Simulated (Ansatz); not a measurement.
`NB(F)[CH2][GeH3]` and `NB(F)[SiH3]` differ in one atom or group.

Ansatz, PBE0-D4/def2-TZVP geometries, multiplicity 1. Each molecule was computed in one conformer, which needn't be the lowest.

Scalar relativity is left out up to krypton.

```
                                          property  `NB(F)[CH2][GeH3]`
               HOMO energy (B3LYP/def2-TZVPP) / eV               -7.89
             HOMO–LUMO gap (B3LYP/def2-TZVPP) / eV                8.10
                HOMO energy (PBE0/def2-TZVPP) / eV               -8.12
size of the dipole moment (ωB97M-V/def2-TZVPP) / D                2.22
    size of the dipole moment (PBE/def2-TZVPP) / D                2.24
                 LUMO energy (PBE/def2-TZVPP) / eV               -0.24
```

Q: Give the same properties after the change, and the shifts. (Best estimate.)

A: Ansatz gave: 
| property | `NB(F)[SiH3]` | shift |
| --- | --- | --- |
| HOMO energy (B3LYP/def2-TZVPP) / eV | -8.13 | -0.24 |
| HOMO–LUMO gap (B3LYP/def2-TZVPP) / eV | 7.76 | -0.34 |
| HOMO energy (PBE0/def2-TZVPP) / eV | -8.34 | -0.22 |
| size of the dipole moment (ωB97M-V/def2-TZVPP) / D | 2.50 | 0.28 |
| size of the dipole moment (PBE/def2-TZVPP) / D | 2.53 | 0.29 |
| LUMO energy (PBE/def2-TZVPP) / eV | -1.09 | -0.85 |

With PBE0 the HOMO falls by 0.22 eV and the LUMO falls by 0.70 eV, so the gap narrows by about 0.48 eV. PBE moves the HOMO by -0.25 eV and ωB97M-V by -0.10 eV. Dipoles are sizes alone; their direction can turn.

B3LYP here is the variant with VWN-RPA as its local correlation; programs differ in this.
